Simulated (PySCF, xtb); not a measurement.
Mg(I)(SH) (HIMgS), SMILES [SH][Mg][I].

xtb with GFN2-xTB at its own geometry gives an orbital gap of 2.31 eV and a dipole moment of 5.97 D.

Geometry: B3LYP-D3(BJ)/def2-TZVP. The def2 effective core potentials stand for the cores of I; spin–orbit coupling is left out. Other conformers were not sampled.

Task: What does PySCF with HF/def2-TZVPD give? (The exact figures need the calculation; the answer reports its results.)

Result: gap 10.54 eV (levels -10.06 and 0.48 eV), dipole 0.72 D.
